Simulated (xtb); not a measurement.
F$_{3}$OTa, charge +1, doublet, at a GFN2-xTB geometry (such geometries of metal compounds can be far from the true shape) (the multiplicity is a formal guess); GFN1-xTB (xtb).

xtb was given this input:
```
$ xtb mol.xyz --gfn 1 --chrg 1 --uhf 1 --etemp 1000 --json

# file mol.xyz
5

Ta     0.01101650     0.00590540    -0.01270851
O      1.12139696     0.60112519    -1.29363116
F      0.94463964    -0.94155082     1.20303971
F     -1.25157655    -1.04748555    -0.74999780
F     -0.77921640     1.40680355     0.79993258
```

### Question
What does xtb print? Leave out banner, timings and long lists.

### Answer

```
   ID    Z sym.   atoms
    1   73 Ta     1
    2    8 O      2
    3    9 F      3-5

           -------------------------------------------------
          |                Calculation Setup                |
           -------------------------------------------------

           -------------------------------------------------
          |                 G F N 1 - x T B                 |
           -------------------------------------------------

          ...................................................
          :                      SETUP                      :
          :.................................................:
          :  # basis functions                  26          :
          :  # atomic orbitals                  25          :
          :  # shells                           11          :
          :  # electrons                        31          :
          :  # halogen bonds                     0          :
          :  max. iterations                   250          :
          :  Hamiltonian                  GFN1-xTB          :
          :  restarted?                      false          :
          :  GBSA solvation                  false          :
          :  PC potential                    false          :
          :  electronic temp.         1000.0000000     K    :
          :  accuracy                    1.0000000          :
          :  -> integral cutoff          0.2500000E+02      :
          :  -> integral neglect         0.1000000E-07      :
          :  -> SCF convergence          0.1000000E-05 Eh   :
          :  -> wf. convergence          0.2000000E-04 e    :
          :  Broyden damping             0.4000000          :
          :  net charge                          1          :
          :  unpaired electrons                  1          :
          ...................................................

 iter      E             dE          RMSdq      gap      omega  full diag
   1    -21.6333032 -0.216333E+02  0.970E+00    8.11       0.0  T
   2    -21.5476769  0.856263E-01  0.574E+00    6.62       1.0  T
   3    -21.3530987  0.194578E+00  0.640E+00    3.93       1.0  T
   4    -21.6686797 -0.315581E+00  0.266E+00    5.87       1.0  T
   5    -21.6803047 -0.116249E-01  0.200E+00    6.09       1.0  T
   6    -21.7110199 -0.307153E-01  0.328E-01    6.28       1.0  T
   7    -21.7107547  0.265212E-03  0.305E-01    6.24       1.0  T
   8    -21.7042852  0.646957E-02  0.853E-01    6.29       1.0  T
[...]
         :: total energy             -21.675581674116 Eh    ::
[...]
        15        1.6313           -0.7337958             -19.9676
        16        1.6313           -0.7337958             -19.9676 (HOMO)
        17                         -0.5037519             -13.7078 (LUMO)
        18                         -0.5037519             -13.7078
        19                         -0.4272020             -11.6248
        20                         -0.4272020             -11.6248
        21                         -0.4224966             -11.4967
        22                         -0.1500860              -4.0840
        23                          0.0303460               0.8258
        24                          0.0303460               0.8258
        25                          0.1756647               4.7801
      -------------------------------------------------------------
                  HL-Gap            0.2300439 Eh            6.2598 eV
             Fermi-level           -0.6754331 Eh          -18.3795 eV

  Mulliken/CM5 charges         n(s)   n(p)   n(d)
     1Ta    2.69608  3.40534   0.469  0.528  1.306
     2O    -0.50203 -0.73138   1.761  4.741  0.000
     3F    -0.39802 -0.55799   1.812  5.586  0.000
     4F    -0.39802 -0.55799   1.812  5.586  0.000
     5F    -0.39802 -0.55799   1.812  5.586  0.000

Wiberg/Mayer (AO) data.
largest (>0.10) Wiberg bond orders for each atom

 ---------------------------------------------------------------------------
     #   Z sym  total        # sym  WBO       # sym  WBO       # sym  WBO
 ---------------------------------------------------------------------------
     1  73 Ta   3.906 --     2 O    1.316     5 F    0.864     3 F    0.864
                             4 F    0.864
     2   8 O    1.421 --     1 Ta   1.316
     3   9 F    0.930 --     1 Ta   0.864
     4   9 F    0.930 --     1 Ta   0.864
     5   9 F    0.930 --     1 Ta   0.864
 ---------------------------------------------------------------------------

Topologies differ in total number of bonds
Writing topology from bond orders to xtbtopo.mol

 dipole moment from electron density (au)
     X       Y       Z
  -0.4361  -0.2338   0.5031  total (Debye):    1.794

           -------------------------------------------------
          | TOTAL ENERGY              -21.675581674116 Eh   |
          | GRADIENT NORM               0.043035348758 Eh/α |
          | HOMO-LUMO GAP               6.259813298950 eV   |
           -------------------------------------------------

normal termination of xtb
```
